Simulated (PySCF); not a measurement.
CH6CdGeO, SMILES [Cd]([O]C)[GeH3], singlet, B3LYP/def2-SVP optimised geometry.

```
10

Cd    -0.36     0.35     0.00
O      1.63     0.35     0.00
C      2.50    -0.74    -0.08
H      2.38    -1.34    -1.01
H      3.54    -0.38    -0.06
H      2.40    -1.45     0.77
Ge    -2.89     0.55     0.00
H     -3.39     1.45     1.15
H     -3.41     1.15    -1.33
H     -3.54    -0.84     0.18
```

Density from PySCF with B3LYP/def2-TZVP, def2 effective core potentials past Kr at that geometry. The core electrons that the potentials of Cd replace are not part of the density.

Minimum of the electron density along straight lines between bonded atoms, close to the bond critical point (lines longer than 1.1 times the sum of covalent radii, or with two minima, are not listed):

```json
[
 {"bond": "Cd1–O2", "length / Å": "1.995", "ρ at the minimum / e bohr⁻³": "0.107", "∇²ρ there / e bohr⁻⁵": "___", "position (fraction from the first atom)": "0.52"},
 {"bond": "O2–C3", "length / Å": "1.396", "ρ at the minimum / e bohr⁻³": "0.274", "∇²ρ there / e bohr⁻⁵": "-0.67", "position (fraction from the first atom)": "0.64"},
 {"bond": "C3–H4", "length / Å": "1.112", "ρ at the minimum / e bohr⁻³": "0.272", "∇²ρ there / e bohr⁻⁵": "-0.92", "position (fraction from the first atom)": "0.64"},
 {"bond": "C3–H5", "length / Å": "1.109", "ρ at the minimum / e bohr⁻³": "0.275", "∇²ρ there / e bohr⁻⁵": "-0.94", "position (fraction from the first atom)": "0.64"},
 {"bond": "C3–H6", "length / Å": "1.112", "ρ at the minimum / e bohr⁻³": "0.272", "∇²ρ there / e bohr⁻⁵": "-0.92", "position (fraction from the first atom)": "0.64"},
 {"bond": "Cd1–Ge7", "length / Å": "2.532", "ρ at the minimum / e bohr⁻³": "___", "∇²ρ there / e bohr⁻⁵": "___", "position (fraction from the first atom)": "0.51"},
 {"bond": "Ge7–H8", "length / Å": "1.545", "ρ at the minimum / e bohr⁻³": "0.130", "∇²ρ there / e bohr⁻⁵": "0.06", "position (fraction from the first atom)": "0.59"},
 {"bond": "Ge7–H9", "length / Å": "1.545", "ρ at the minimum / e bohr⁻³": "0.130", "∇²ρ there / e bohr⁻⁵": "0.06", "position (fraction from the first atom)": "0.59"},
 {"bond": "Ge7–H10", "length / Å": "1.546", "ρ at the minimum / e bohr⁻³": "0.130", "∇²ρ there / e bohr⁻⁵": "0.06", "position (fraction from the first atom)": "0.59"}
]
```

Task: Complete the blanks.

Result: 
- Cd1–O2, ∇²ρ there / e bohr⁻⁵: 0.53
- Cd1–Ge7, ρ at the minimum / e bohr⁻³: 0.070
- Cd1–Ge7, ∇²ρ there / e bohr⁻⁵: 0.01
